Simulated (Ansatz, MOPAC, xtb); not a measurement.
Spectroscopic constants of SH+, multiplicity 3 (lowest of 2S+1 = 1, 3, 5 at CCSD(T)/def2-TZVPP on PBE0 minima; our sources give no spin for the ground state, which may be another).

Seven points along R, fitted to fifth degree in 1/R; most abundant isotopes. In def2 and cc sets the state is the lowest found near the PBE0 minimum, followed along R.

Frozen-core correlation. CBS(a, b) extrapolates the correlation energy as X⁻³ and adds the Hartree–Fock energy of set b. The state that PM6, PM7 reach isn't checked; PM7 holds dispersion and hydrogen-bond terms.

Codes used: Ansatz (Gaussian orbitals); MOPAC for PM6, PM7 (differences of heats of formation); xtb for the GFN methods. Each number belongs to the level named beside it. The GFN methods have no spin term and hold the electronic entropy of 300 K.

| level | r_e (Å) | ω_e (cm⁻¹) | ω_e x_e (cm⁻¹) |
|---|---|---|---|
| PM6 | 1.317 | 2675 | 37 |
| PM7 | 1.327 | 2484 | 29 |
| GFN2-xTB | 1.372 | 2213 | 48 |
| SVWN5/def2-TZVPP | 1.388 | 2429 | 46 |
| B97M-V/def2-TZVPP | 1.361 | ___ | 47 |
| BHLYP/def2-TZVPP | 1.356 | 2628 | 45 |
| CCSD/aug-cc-pV(5+d)Z | 1.362 | 2578 | 48 |
| CCSD(T)/CBS(aug-cc-pV(Q+d)Z, aug-cc-pV(5+d)Z) | ___ | ___ | 49 |

**Question.** Complete the blanks.

**Answer.** 
- CCSD(T)/CBS(aug-cc-pV(Q+d)Z, aug-cc-pV(5+d)Z), r_e (Å): 1.364
- CCSD(T)/CBS(aug-cc-pV(Q+d)Z, aug-cc-pV(5+d)Z), ω_e (cm⁻¹): 2555
- B97M-V/def2-TZVPP, ω_e (cm⁻¹): 2583

Doubts at one or more of the structures used: a spin-contaminated determinant (PM6).

Ansatz is a program for electronic structure.
